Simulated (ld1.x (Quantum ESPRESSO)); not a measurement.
**u(r) = r·R(r): atom against pseudo-atom (strontium (Sr))**

Columns: radius, all-electron u(r) and pseudo u(r) of the 5s shell (level -3.70 eV) of strontium in the configuration [Ar] 3d10 4s2 4p6 4d0 5s1.75 5p0.25; PBE, scalar-relativistic, TM semilocal scheme, ld1.x (Quantum ESPRESSO) 7.5.

```
r (bohr)  all-electron  pseudo
   0.155       -0.0678  0.0110
   0.310        0.1298  0.0223
   0.465        0.1035  0.0342
   0.620       -0.0401  0.0471
   0.775       -0.1675  0.0612
   0.930       -0.2347  0.0771
   1.085       -0.2422  0.0950
   1.240       -0.2044  0.1155
   1.395       -0.1375  0.1390
   1.550       -0.0555  0.1657
   1.705        0.0315  0.1961
   1.860        0.1166  0.2301
   2.015        0.1957  0.2674
   2.170        0.2666  0.3072
   2.325        0.3282  0.3482
   2.480        0.3806  0.3886
   2.635        0.4240  0.4264
   2.790        0.4591  0.4595
   2.945        0.4867  0.4868
   3.100        0.5078  0.5078
   3.255        0.5230  0.5230
   3.410        0.5329  0.5329
   3.565        0.5382  0.5382
   3.720        0.5393  0.5393
   3.875        0.5366  0.5366
   4.030        0.5307  0.5307
```

(1) How many radial nodes do the two functions have?

(2) At about which radius was the pseudo-wave matched?

(3) Where does each function peak?

(4) Is the pseudo-wave norm-conserving?

Answers

(1) The all-electron 5s function has n − l − 1 = 4 (the table is too coarse to show those close to the nucleus); the pseudo-wave has 0, since the states of the same l below it are removed with the core.

(2) 3.10 bohr. The columns agree to 0.0005 from 2.79 bohr on; several derivatives are matched, so the curves merge somewhat inside the radius.

(3) Outermost all-electron maximum near 3.72 bohr, pseudo maximum near 3.72 bohr (to the table’s step).

(4) Yes: the TM semilocal scheme keeps the norm inside the radius equal to the all-electron one, which fixes the energy derivative of the logarithmic derivative at the level.
